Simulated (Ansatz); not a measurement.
Start from `N[SiH](Cl)[InH2]` and change one element to get `B[SiH](N)Cl`.

Ansatz, PBE0-D4/def2-TZVP geometries, multiplicity 1. Each molecule was computed in one conformer, which needn't be the lowest. `B[SiH](N)Cl` holds a close contact that its SMILES doesn't draw: Cl···B 2.18 Å.

Elements past krypton have def2 core potentials.

```tsv
property	`N[SiH](Cl)[InH2]`
HOMO energy (PBE0/def2-TZVPP) / eV	-7.15
HOMO–LUMO gap (PBE/def2-TZVPP) / eV	3.27
HOMO energy (B3LYP/def2-TZVPP) / eV	-6.96
size of the dipole moment (ωB97M-V/def2-TZVPP) / D	2.06
HOMO–LUMO gap (PBE0/def2-TZVPP) / eV	5.06
HOMO energy (PBE/def2-TZVPP) / eV	-6.08
```

(1) What does the change do to each property? (Estimate.)

## Answers

(1) The calculation gave: 
```csv
property,`B[SiH](N)Cl`,shift
HOMO energy (PBE0/def2-TZVPP) / eV,-7.63,-0.48
HOMO–LUMO gap (PBE/def2-TZVPP) / eV,5.12,1.85
HOMO energy (B3LYP/def2-TZVPP) / eV,-7.43,-0.47
size of the dipole moment (ωB97M-V/def2-TZVPP) / D,3.15,1.09
HOMO–LUMO gap (PBE0/def2-TZVPP) / eV,7.22,2.16
HOMO energy (PBE/def2-TZVPP) / eV,-6.43,-0.35
```

With PBE0 the HOMO falls by 0.48 eV and the LUMO rises by 1.67 eV, so the gap widens by about 2.15 eV. PBE moves the HOMO by -0.35 eV and ωB97M-V by -0.62 eV. Dipoles are sizes alone; their direction can turn.

Positive LUMOs are unbound, so they and the gaps depend on the basis.

B3LYP here is the variant with VWN-RPA as its local correlation; programs differ in this.
